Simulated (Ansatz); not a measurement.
The cluster B6Pt⁺. Charge 1, multiplicity 2. Geometry r2SCAN-D4/def2-SVP.

```
atom   x (Å)   y (Å)   z (Å)
 Pt1   0.269   0.105   1.419
  B2  -1.668  -0.703   0.459
  B3  -1.208   0.646  -0.234
  B4   1.057  -0.705  -0.562
  B5   0.234   1.254  -0.552
  B6   1.701   0.717  -0.284
  B7  -0.385  -1.313  -0.245
```

In the def2 sets Pt takes a core potential; there is no spin–orbit coupling. At r2SCAN-D4/def2-TZVP, PBE0-D4/def2-SVP, PBE0-D4/def2-TZVP, ωB97X-V/def2-TZVP the charge 1 doublet is spin-contaminated (final ⟨S²⟩ up to 0.93, 0.75 for a pure state). Another isomer (doublet) lies 1.15 eV lower at PBE0-D4/def2-TZVP; other spin states weren't run for this one.

Problem. Estimate the α-spin orbital energies around the gap (eV) in Ansatz with r2SCAN-D4/def2-TZVP, B97M-V/def2-TZVP, PBE0-D4/def2-SVP, PBE0-D4/def2-TZVP, ωB97X-V/def2-TZVP.

Solution. 
```csv
orbital,r2SCAN-D4/def2-TZVP,B97M-V/def2-TZVP,PBE0-D4/def2-SVP,PBE0-D4/def2-TZVP,ωB97X-V/def2-TZVP
HOMO−13,-23.29,-23.33,-24.70,-24.65,-27.63
HOMO−12,-20.64,-20.67,-21.92,-21.92,-24.75
HOMO−11,-18.25,-18.24,-19.46,-19.46,-22.21
HOMO−10,-16.69,-16.67,-17.89,-17.85,-20.48
HOMO−9,-14.92,-14.90,-16.12,-16.06,-18.60
HOMO−8,-14.38,-14.16,-15.35,-15.25,-17.64
HOMO−7,-14.07,-13.94,-15.06,-14.99,-17.09
HOMO−6,-13.83,-13.64,-14.76,-14.69,-16.81
HOMO−5,-13.21,-13.06,-14.21,-14.14,-16.38
HOMO−4,-12.92,-12.80,-14.03,-13.95,-16.20
HOMO−3,-12.59,-12.60,-13.68,-13.58,-15.86
HOMO−2,-12.10,-12.07,-13.20,-13.15,-15.41
HOMO−1,-12.01,-11.71,-12.62,-12.59,-14.46
HOMO,-11.41,-11.28,-12.27,-12.20,-14.16
LUMO,-9.24,-9.08,-8.58,-8.54,-6.53
LUMO+1,-8.87,-8.72,-8.25,-8.19,-6.09
LUMO+2,-8.53,-8.44,-7.88,-7.86,-5.87
LUMO+3,-8.09,-8.08,-7.34,-7.40,-5.34
LUMO+4,-6.98,-6.93,-6.34,-6.35,-4.08
LUMO+5,-6.21,-6.22,-5.62,-5.56,-3.39
β HOMO,-11.16,-11.06,-11.96,-11.89,-13.78
β LUMO,-9.90,-10.09,-9.44,-9.40,-7.64
```
